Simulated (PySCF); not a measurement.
Computed IR spectrum (relative IR intensity) of a molecule C2H7FSi3. Geometry: PBE-D3(BJ)/def2-SVP. One conformer was computed; it need not be the lowest. All values below come from PBE-D3(BJ)/def2-SVP (PySCF). Frequencies are harmonic and unscaled.

ν (cm⁻¹): 251 (vw), 345 (vw), 451 (w), 514 (vw), 636 (m), 703 (vw), 740 (vs), 798 (m), 832 (m), 844 (vw), 884 (m), 898 (vs), 908 (vw), 934 (s), 2146 (w), 2154 (w), 2159 (m), 2163 (w), 2173 (m), 2180 (m), 2199 (m), 2204 (m) (against the strongest line: vs over 80 %, s over 45 %, m over 15 %, w over 4 %, vw less)

Problem. Which structure fits?
A. FC1=C[SiH2][Si@@H]1[SiH3]
B. C#C[SiH2][Si@@H](F)[SiH3]
C. F[SiH2]C#C[SiH2][SiH3]
D. FC=C1[SiH2][SiH2][SiH2]1

Solution. C, F[SiH2]C#C[SiH2][SiH3]
